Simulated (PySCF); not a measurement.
# Multinuclear NMR of C₆H₁₆N₂Si

Bonds (- single, = double, # triple, : aromatic): C1-C2, C2=N3, N3-N4, N4-Si5, C2-C6, C6-C7, C6-C8, C6-C9. C1 carries H10, H11, H12; N4 carries H13; Si5 carries H14, H15, H16; C7 carries H17, H18, H19; C8 carries H20, H21, H22; C9 carries H23, H24, H25. Stereochemistry as in C/C(=N\N[SiH3])C(C)(C)C.

Theory: GIAO PBE0/pcSseg-1 shieldings, structure optimised with GFN2-xTB, in PySCF 2.14 (one conformer, one averaged value for each set of equivalent atoms, no solvent model, non-relativistic).

Question: What are the $^{29}$Si shifts?

Answer: 
```csv
atoms,environment,σ (ppm),δ (ppm)
Si5,"silicon bonded to N, 3 H",408.3,-55.6
```

Shieldings were converted by a linear fit to measured shifts: $^{29}$Si: δ = 279.94 − 0.822σ (rms 8.9 ppm, 72 shifts, 25.8 ppm with the 6 outliers that the fit left out vs TMS, solution or neat liquid). A few per cent of atoms miss by over 2 rms, more outside the fitted compound classes.

On a 300 MHz spectrometer $^{29}$Si resonates near 59.6 MHz, so 1 ppm is 59.6 Hz.

Question: Where does $^{15}$N resonate?

Answer: 
| atoms | environment | σ (ppm) | δ (ppm) |
| --- | --- | --- | --- |
| N3 | imine nitrogen | -93.6 | -61.8 |
| N4 | nitrogen bonded to O or N | 161.8 | -297.2 |

Shieldings were converted by a linear fit to measured shifts: $^{15}$N (scatter 6.3 ppm rms vs CH3NO2, solution or neat liquid). A few per cent of atoms miss by over 2 rms, more outside the fitted compound classes.

On a 500 MHz spectrometer $^{15}$N resonates near 50.7 MHz, so 1 ppm is 50.7 Hz.
